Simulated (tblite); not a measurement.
C₅H₈F₃OP.
Structure used (GFN2-xTB), in Å, numbered top down from 1:
```xyz
18
C5H8F3OP angstrom
C      3.1039   -0.3858   -0.0702
C      1.7158   -0.1401   -0.5312
C      0.6556   -0.0051    0.2581
P     -0.9496    0.2720   -0.5052
C     -1.7962    1.6436    0.3547
O     -0.9841    0.3122   -1.9646
C     -1.9353   -1.2047    0.1535
F     -3.2331   -1.0848   -0.1469
F     -1.8581   -1.3418    1.4869
F     -1.4972   -2.3466   -0.3810
H      3.1618   -0.4297    1.0143
H      3.4655   -1.3258   -0.4850
H      3.7599    0.4037   -0.4354
H      1.5638   -0.0673   -1.6017
H      0.7124   -0.0637    1.3348
H     -1.7855    1.5147    1.4335
H     -1.2859    2.5659    0.0828
H     -2.8226    1.6896   -0.0091
```

Computed with GFN2-xTB (tblite): harmonic, unscaled wavenumbers at the GFN2-xTB geometry, gas phase. This tight-binding method is rough: wavenumbers can miss measured ones by several per cent, in bad cases by 10 to 20. One conformer, not necessarily the lowest.

Harmonic wavenumbers (cm⁻¹): 35.9, 48.6, 98.7, 125.5, 129.7, 151.8, 168.3, 180.0, 234.9, 250.1, 267.3, 301.0, 347.9, 410.8, 463.9, 474.2, 495.5, 667.6, 692.7, 743.4, 781.9, 840.5, 866.5, 977.2, 983.7, 1030.3, 1055.5, 1076.2, 1109.0, 1118.8, 1195.6, 1274.9, 1290.6, 1314.3, 1389.5, 1408.7, 1422.4, 1458.8, 1465.1, 1672.4, 2997.9, 3008.2, 3011.0, 3022.2, 3033.2, 3042.1, 3055.1, 3071.3.

A = 1647, B = 774.7, C = 685.9 MHz; mass 172.026 u (most abundant isotopes); point group C1, symmetry number 1.

Problem. Zero-point energy?

Solution. Half the sum of the wavenumbers: 27130 cm⁻¹ = 77.57 kcal/mol.

Problem. Give the ideal-gas entropy at 298.15 K and 1 bar in the rigid-rotor, harmonic-oscillator model (classical rotation).

Solution. Translation 41.36, rotation 30.29, vibration 40.31: S = 112.0 cal/(mol K).

Problem. And Cp and H(298.15 K) − H(0)?

Solution. Cp = 45.02 cal/(mol K), of which vibrations give 37.08 (their classical limit is 48 R = 95.4); H(298.15 K) − H(0) = 8.50 kcal/mol without the zero-point energy, 6.13 from vibrations.

Problem. How do the functions run with temperature in this model?

Solution. 
```
T (K)  S (cal/(mol K))  Cp (cal/(mol K))  H − H(0) (kcal/mol)  G − H(0) (kcal/mol)  ln q(vib)
  100             75.6              23.9                 1.54                -6.02       2.62
  200             96.0              35.5                 4.54               -14.65       6.41
  300            112.2              45.2                 8.58               -25.09      10.00
  500            139.3              61.2                19.32               -50.33      16.54
  800            171.6              75.8                40.08               -97.17      25.12
 1000            189.2              81.9                55.89              -133.29      30.18
```

q(vib) and H(0) count from the zero-point level.

Problem. Which modes carry the vibrational entropy at 298.15 K?

Solution. 35.9 cm⁻¹: 5.47; 48.6 cm⁻¹: 4.87; 98.7 cm⁻¹: 3.48; 125.5 cm⁻¹: 3.01; 129.7 cm⁻¹: 2.95; 151.8 cm⁻¹: 2.65 cal/(mol K); the other 42 give 17.87 together.

Hindered rotation and anharmonicity are outside this model. Other conformers, if any are populated, would add a mixing term that is left out. The structure is chiral; the term R ln 2 for an equal mix with its mirror image is left out.
